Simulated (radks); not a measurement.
Values are calculated unless marked as measured or tabulated.
Task: The fluorine ion F2+, [He] 2s2 2p3. Level of theory: non-relativistic Kohn-Sham, PBE, spin-polarised, spherical densities, point nucleus (a radial shooting solver on a logarithmic mesh with Libxc functionals). Every spin shell is full or empty, so the densities are truly spherical. Functionals are evaluated on that one density, not self-consistently. Rank these exchange functionals by their error against the exact value of the orbitals, and give that value: LDA, B88, PBEsol, WC, AM05, APBE, TPSS, r2SCAN, TASK.

Result: Exact: -9.18532 hartree. From best to worst, with 100 (|E| - |E exact|)/|E exact| (equal figures are ties): r2SCAN -0.10, B88 -0.18, TPSS +0.28, APBE +0.48, WC -2.34, TASK -2.59, PBEsol -4.40, AM05 -8.47, LDA -10.26.
